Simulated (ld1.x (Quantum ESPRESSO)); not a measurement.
**Configuration tests for arsenic (As) (ultrasoft)**

As (Z = 33), ultrasoft, made with ld1.x (Quantum ESPRESSO) 7.5 (LDA (PZ), scalar-relativistic). Core [Ar] 3d10, reference 4s2 4p3. Waves: 4s (bound): rcut 1.40, rcutus 1.60 bohr; 4s channel at 0.05 Ry: rcut 1.40, rcutus 1.60 bohr; 4p (bound): rcut 1.70, rcutus 2.20 bohr; 4p channel at 0.05 Ry: rcut 1.70, rcutus 2.20 bohr; 4d channel at 0.25 Ry: rcut 1.95, rcutus 2.35 bohr; 4d channel at 1.6 Ry: rcut 1.95, rcutus 2.35 bohr. Local part: all-electron potential smoothed inside 1.35 bohr (lloc = -1). Core correction: Bessel-smoothed model core, default radius (core density twice the valence density). Augmentation charge: built from norm-conserving waves at rcut, not smoothed further.

Energies are relative to the spin-unpolarised reference configuration 4s2 4p3; without spin polarisation the order of configurations can differ from experiment. Spin-polarised rows fill each open shell by Hund’s rule, majority spin first. The frozen-core shift is the all-electron ΔE with the core orbitals held at their reference shape minus the fully relaxed ΔE.

```json
{"valence configuration": "4s2 4p2", "charge": "+1", "ΔE all-electron (eV)": "9.325", "error AE − PS (meV)": "-4.4", "frozen-core shift (meV)": "+5.3"}
{"valence configuration": "4s2 4p1", "charge": "+2", "ΔE all-electron (eV)": "27.488", "error AE − PS (meV)": "-27", "frozen-core shift (meV)": "+39"}
{"valence configuration": "4s2 4p0", "charge": "+3", "ΔE all-electron (eV)": "55.528", "error AE − PS (meV)": "-99", "frozen-core shift (meV)": "+150"}
{"valence configuration": "4s1 4p3", "charge": "+1", "ΔE all-electron (eV)": "19.487", "error AE − PS (meV)": "-21", "frozen-core shift (meV)": "+23"}
{"valence configuration": "4s2 4p2.5", "charge": "+0.5", "ΔE all-electron (eV)": "3.637", "error AE − PS (meV)": "-1.1", "frozen-core shift (meV)": "+1.1"}
{"valence configuration": "4s2 4p3 (spin-polarised)", "charge": "0", "ΔE all-electron (eV)": "-1.324", "error AE − PS (meV)": "+0.7", "frozen-core shift (meV)": "+8.3"}
{"valence configuration": "4s2 4p2 (spin-polarised)", "charge": "+1", "ΔE all-electron (eV)": "8.597", "error AE − PS (meV)": "-4.4", "frozen-core shift (meV)": "+11"}
```

Question: What are ΔE and the potential's error for 4s0 4p5?

Answer: ΔE = 19.206 eV all-electron; the error (AE − PS) is -34 meV.

Question: What are ΔE and the potential's error for 4s1 4p0?

Answer: ΔE = 106.641 eV all-electron; the error (AE − PS) is -361 meV.

Levels in the configuration 4s2 4p2 (spin-polarised):

| level | all-electron (eV) | pseudo (eV) |
| --- | --- | --- |
| 4s up | -24.192 | -24.209 |
| 4p up | -14.121 | -14.130 |
| 4s down | -22.679 | -22.697 |
